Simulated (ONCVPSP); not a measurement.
## An all-electron radial function and its pseudo partner (calcium)

Columns: radius, all-electron u(r) and pseudo u(r) of the 3p shell (level -34.88 eV) of calcium in the configuration [Ne] 3s2 3p6 4s1; PBE, scalar-relativistic, ONCV scheme, ONCVPSP 4.0.1.

```csv
r (bohr),all-electron,pseudo
0.085,-0.2683,0.0140
0.170,-0.4666,0.0558
0.255,-0.4260,0.1248
0.340,-0.2343,0.2191
0.425,0.0164,0.3337
0.510,0.2667,0.4606
0.595,0.4858,0.5895
0.680,0.6620,0.7092
0.765,0.7930,0.8099
0.850,0.8815,0.8852
0.935,0.9328,0.9325
1.020,0.9534,0.9527
1.105,0.9499,0.9496
1.190,0.9282,0.9282
1.275,0.8933,0.8933
1.360,0.8494,0.8494
1.445,0.7999,0.7998
1.530,0.7472,0.7472
1.615,0.6934,0.6934
1.700,0.6400,0.6399
1.785,0.5879,0.5878
1.870,0.5379,0.5379
1.955,0.4906,0.4905
2.040,0.4461,0.4460
2.125,0.4046,0.4046
2.210,0.3662,0.3662
```

Question: How many radial nodes do the two functions have?

Answer: The all-electron 3p function has n − l − 1 = 1; the pseudo-wave has 0, since the states of the same l below it are removed with the core.

Question: At about which radius was the pseudo-wave matched?

Answer: 1.40 bohr. The columns agree to 0.0005 from 1.10 bohr on; several derivatives are matched, so the curves merge somewhat inside the radius.

Question: Where does each function peak?

Answer: Outermost all-electron maximum near 1.02 bohr, pseudo maximum near 1.02 bohr (to the table’s step).

Question: Is the pseudo-wave norm-conserving?

Answer: Yes: the ONCV scheme keeps the norm inside the radius equal to the all-electron one, which fixes the energy derivative of the logarithmic derivative at the level.
